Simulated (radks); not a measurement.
Charge is removed step by step from the 3d down level of Ta46+, starting from [Ar] 3d(up 5, down 4). All-electron calculation, scalar-relativistic Kohn-Sham, PBEsol, spin-polarised, spherical densities, point nucleus. Program: a radial shooting solver on a logarithmic mesh with Libxc functionals.

[
 {"removed (e)": "0", "E - E(0) (eV)": "0.000", "eigenvalue (eV)": "-3983.9", "E minus straight line (eV)": "0.000"},
 {"removed (e)": "0.25", "E - E(0) (eV)": "999.38", "eigenvalue (eV)": "-4015.0", "E minus straight line (eV)": "-11.678"},
 {"removed (e)": "0.5", "E - E(0) (eV)": "2006.5", "eigenvalue (eV)": "-4046.2", "E minus straight line (eV)": "-15.581"},
 {"removed (e)": "0.75", "E - E(0) (eV)": "3021.5", "eigenvalue (eV)": "-4077.4", "E minus straight line (eV)": "-11.694"},
 {"removed (e)": "1", "E - E(0) (eV)": "4044.2", "eigenvalue (eV)": "-4108.6", "E minus straight line (eV)": "0.000"}
]

Removing the whole electron costs 4044.2 eV by Delta-SCF, against 3983.9 eV from minus the eigenvalue at the starting occupation. Slater's transition state (half an electron removed) gives 4046.2 eV. Integrating minus the eigenvalue over the occupation (Janak's theorem) gives 4046.2 eV. In this scalar-relativistic scheme the density is built from large components alone, so the theorem holds only approximately. The mean slope of the eigenvalue, de/dn, is 125 eV per electron. Ionisation energy of Ta46+ in the NIST Atomic Spectra Database: 4014 eV (theoretical).
